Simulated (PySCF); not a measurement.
**BMo: energy against distance**

Set-up: basis B x2c-TZVPPall, Mo x2c-TZVPPall; spin-free X2C with a Gaussian nucleus; PySCF 2.14. Energies in eV from B + Mo (4d5 5s1) in their ground configurations at the same level. State: ⁶Π (sextet), unpaired electrons σ ↑↑, π ↑, δ ↑↑.

All columns are BLYP. A positive dipole means B(−)Mo(+).

| R (Å) | E (eV) | μ (D) | Mulliken charge on B (basis-dependent) | HOMO (eV) | LUMO (eV) | Mayer bond order | ⟨S²⟩ |
| --- | --- | --- | --- | --- | --- | --- | --- |
| 1.704 | -1.702 | 1.51 | -0.21 | -4.15 | -5.00 | 2.41 | 8.76 |
| 1.783 | -2.235 | 1.68 | -0.18 | -4.23 | -4.71 | 2.32 | 8.77 |
| 1.862 | -2.533 | 1.83 | -0.15 | -4.29 | -4.47 | 2.24 | 8.78 |
| 1.922 | -2.640 | 1.92 | -0.13 | -4.33 | -4.31 | 2.18 | 8.79 |
| 1.981 | -2.671 | 1.99 | -0.10 | -4.36 | -4.16 | 2.12 | 8.80 |
| 2.040 | -2.644 | 2.05 | -0.08 | -4.33 | -4.03 | 2.07 | 8.82 |
| 2.120 | -2.542 | 2.12 | -0.06 | -4.18 | -3.88 | 1.98 | 8.85 |
| 2.219 | -2.348 | 2.19 | -0.05 | -4.04 | -3.72 | 1.87 | 8.91 |
| 2.338 | -2.066 | 2.25 | -0.06 | -3.91 | -3.66 | 1.72 | 9.01 |
| 2.496 | -1.679 | 2.31 | -0.09 | -3.79 | -3.66 | 1.49 | 9.17 |

A fit through these points gives, at Re = 1.980 Å, μ = 1.99 D and dμ/dR = 1.16 D/Å; the reduced mass is 9.896 u.

**Question.** How strong is the fundamental in the double-harmonic approximation, I = 42.26·(dμ/dR)²/μred km/mol?

**Answer.** I = 42.26·(1.16)²/9.896 = 5.75 km/mol at BLYP.

The metal atom is held in its measured ground configuration; semilocal functionals can put another filling of s and d lower by some tenths of an eV, and De to that atom would be smaller. ⟨S²⟩ of the unrestricted solution departs from its pure value on part of the curve, where spin states mix. Spin–orbit coupling is left out, which matters for elements this heavy, above all for dissociation energies. With d or f electrons several states lie close, and the lowest PBE0 determinant need not be the measured ground state.

At some distances an empty level lies below a filled one, because the occupation is held.
